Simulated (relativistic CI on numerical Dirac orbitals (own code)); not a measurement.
# Mn: q coefficients and field-shift factors

Calculated at this level of theory: Dirac-Coulomb-Breit CI, orbitals from a KLI potential per configuration, valence Slater integrals scaled by 0.85, P86 correlation energy added to each configuration, derivatives by finite differences, QED left out (own radial code, finite nucleus).

Configuration list (outside the closed core [Ar]): 3d⁵4s², 3d⁶4s, 3d⁵4s4p, 3d⁷, 3d⁶4d, 3d⁶5s. Levels of other configurations are missing.

With x = (α/α₀)² − 1 an excitation energy changes as ω = ω₀ + qx; K = 2q/ω₀ is the relative enhancement. Terms are leading LS components, so labels can repeat. The field-shift factor is F = δν/δ⟨r²⟩ for the transition from the lowest level.

Lowest level 3d⁵4s² ⁶S5/2.

```
         Level  ω₀ (cm⁻¹)  q (cm⁻¹)        K  F (GHz/fm²)
3d⁵4s4p ⁸P°5/2    10244.4     196.5   0.0384       -0.318
3d⁵4s4p ⁸P°7/2    10363.0     317.9   0.0614       -0.318
3d⁵4s4p ⁸P°9/2    10518.5     478.6    0.091       -0.318
3d⁵4s4p ⁶P°3/2    18743.1     596.1   0.0636       -0.407
3d⁵4s4p ⁶P°5/2    18783.6     635.8   0.0677       -0.406
3d⁵4s4p ⁶P°7/2    18845.5       701   0.0744       -0.406
   3d⁶4s ⁶D9/2    20824.9      1391    0.134       -0.774
   3d⁶4s ⁶D7/2    21056.6      1621    0.154       -0.773
   3d⁶4s ⁶D5/2    21229.1      1787    0.168       -0.771
   3d⁶4s ⁶D3/2    21348.8      1899    0.178        -0.77
   3d⁶4s ⁶D1/2    21419.4      1965    0.183        -0.77
 3d⁵4s² ⁴G11/2    24863.4    -287.2  -0.0231       0.0896
  3d⁵4s² ⁴G5/2    24880.4    -288.8  -0.0232       0.0902
  3d⁵4s² ⁴G9/2    24882.0      -265  -0.0213       0.0899
  3d⁵4s² ⁴G7/2    24885.2    -270.3  -0.0217       0.0901
3d⁵4s4p ⁴P°5/2    25841.9     976.5   0.0756       -0.562
3d⁵4s4p ⁴P°3/2    25894.1      1028   0.0794       -0.562
3d⁵4s4p ⁴P°1/2    25927.9      1064   0.0821       -0.562
  3d⁵4s² ⁴P5/2    28152.5    -427.6  -0.0304       0.0644
  3d⁵4s² ⁴P3/2    28210.9    -362.5  -0.0257       0.0792
  3d⁵4s² ⁴P1/2    28276.5    -289.7  -0.0205       0.0982
   3d⁶4s ⁴D7/2    28834.5     998.3   0.0692       -0.546
   3d⁶4s ⁴D5/2    29103.3      1181   0.0811       -0.473
```

For a near-neutral ion this model can misplace configurations by up to about 10,000 cm⁻¹ (more where the count of f electrons changes) and terms by 10 to 25 % of their spread. Rates follow the energies as ν³ (E1, M1) or ν⁵ (E2), so they and the lifetimes can be off by large factors. The fine structure of a lone outer electron comes out too small, for d and f at times inverted, and misplaced configurations move strength between like terms.
